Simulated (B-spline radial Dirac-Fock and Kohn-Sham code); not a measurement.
# Relativistic shifts of the levels of Zn²⁵⁺

System: the Zn²⁵⁺ ion, configuration [He] 2s2 2p1.

Both columns are ΔSCF binding energies of the configuration average from an atomic code on a B-spline grid: non-relativistic Hartree-Fock with a point nucleus, and Dirac-Fock with a finite nucleus and the Coulomb interaction alone, averaged over the two j levels with weights 2j+1.

| shell | Hartree-Fock (eV) | Dirac-Fock (eV) | shift (eV) | shift (%) |
| --- | --- | --- | --- | --- |
| 1s | 11248.5 | 11381.0 | +132.49 | +1.18 |
| 2s | 2514.1 | 2550.8 | +36.69 | +1.46 |
| 2p | 2462.8 | 2476.6 | +13.76 | +0.56 |

Relativity binds 1s, 2s, 2p more strongly, among those listed most of all 2s in relative terms.

Values without a named source are computed, but for edge energies of neutral atoms, which are taken from tables.
